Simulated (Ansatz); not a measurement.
Gas-phase electronic energies from Ansatz, PBE0-D4/def2-TZVP geometries. CCSD(T)/CBS is the MP2 limit (def2-TZVPP, def2-QZVPP) plus CCSD(T) − MP2 in def2-TZVPP, frozen cores. This one scheme is used for every species. DFT in def2-TZVPP. B3LYP here is the variant with VWN-RPA as its local correlation; programs differ in this. For Se outer-core shells are correlated without core-valence functions, which leaves a few kJ/mol of doubt a bond. Scalar relativity is left out up to krypton. One conformer a species, not always the lowest.

`F[BH][AlH2]` + `C[SeH]` → `C[Se][BH][AlH2]` + H–F  (ligand exchange at a B–F bond)

```json
{"level": "PBE-D4", "ΔE (kJ/mol)": "8.2", "difference from CCSD(T)/CBS": "-1.2"}
{"level": "r2SCAN-D4", "ΔE (kJ/mol)": "14.7", "difference from CCSD(T)/CBS": "5.3"}
{"level": "PBE0-D4", "ΔE (kJ/mol)": "10.7", "difference from CCSD(T)/CBS": "1.3"}
{"level": "B3LYP-D4", "ΔE (kJ/mol)": "24.9", "difference from CCSD(T)/CBS": "15.5"}
{"level": "ωB97X-V", "ΔE (kJ/mol)": "28.5", "difference from CCSD(T)/CBS": "19.1"}
{"level": "ωB97M-V", "ΔE (kJ/mol)": "25.6", "difference from CCSD(T)/CBS": "16.2"}
{"level": "B2PLYP", "ΔE (kJ/mol)": "27.1", "difference from CCSD(T)/CBS": "17.7"}
{"level": "PBE", "ΔE (kJ/mol)": "15.6", "difference from CCSD(T)/CBS": "6.2"}
{"level": "r2SCAN", "ΔE (kJ/mol)": "16.6", "difference from CCSD(T)/CBS": "7.2"}
{"level": "PBE0", "ΔE (kJ/mol)": "17.3", "difference from CCSD(T)/CBS": "7.9"}
{"level": "B3LYP", "ΔE (kJ/mol)": "37.0", "difference from CCSD(T)/CBS": "27.6"}
{"level": "HF/def2-TZVPP", "ΔE (kJ/mol)": "57.1", "difference from CCSD(T)/CBS": "47.7"}
{"level": "MP2/def2-TZVPP", "ΔE (kJ/mol)": "6.5", "difference from CCSD(T)/CBS": "-2.9"}
{"level": "SCS-MP2/def2-TZVPP", "ΔE (kJ/mol)": "19.9", "difference from CCSD(T)/CBS": "10.5"}
{"level": "CCSD/def2-TZVPP", "ΔE (kJ/mol)": "21.9", "difference from CCSD(T)/CBS": "12.5"}
{"level": "CCSD(T)/def2-TZVPP", "ΔE (kJ/mol)": "14.5", "difference from CCSD(T)/CBS": "5.1"}
{"level": "HF/def2-QZVPP", "ΔE (kJ/mol)": "58.3", "difference from CCSD(T)/CBS": "48.9"}
{"level": "MP2/def2-QZVPP", "ΔE (kJ/mol)": "4.0", "difference from CCSD(T)/CBS": "-5.4"}
{"level": "SCS-MP2/def2-QZVPP", "ΔE (kJ/mol)": "17.6", "difference from CCSD(T)/CBS": "8.2"}
{"level": "HF/CBS(def2)", "ΔE (kJ/mol)": "58.4", "difference from CCSD(T)/CBS": "49.0"}
{"level": "MP2/CBS(def2)", "ΔE (kJ/mol)": "1.4", "difference from CCSD(T)/CBS": "-8.0"}
{"level": "CCSD/CBS(def2)", "ΔE (kJ/mol)": "16.8", "difference from CCSD(T)/CBS": "7.4"}
{"level": "CCSD(T)/CBS", "ΔE (kJ/mol)": "9.4", "difference from CCSD(T)/CBS": "0"}
```

Largest T1 diagnostic among the species: 0.014.

The D4 term adds −12.0 kJ/mol with B3LYP and −6.6 kJ/mol with PBE0; it sums over pairs of atoms, weighted by their polarisabilities, and B3LYP, whose exchange is more repulsive, gets the larger term. In def2-TZVPP, CCSD(T) changes the Hartree–Fock value by −42.5 kJ/mol (the triples alone add −7.4 kJ/mol) and MP2 by −50.6 kJ/mol.
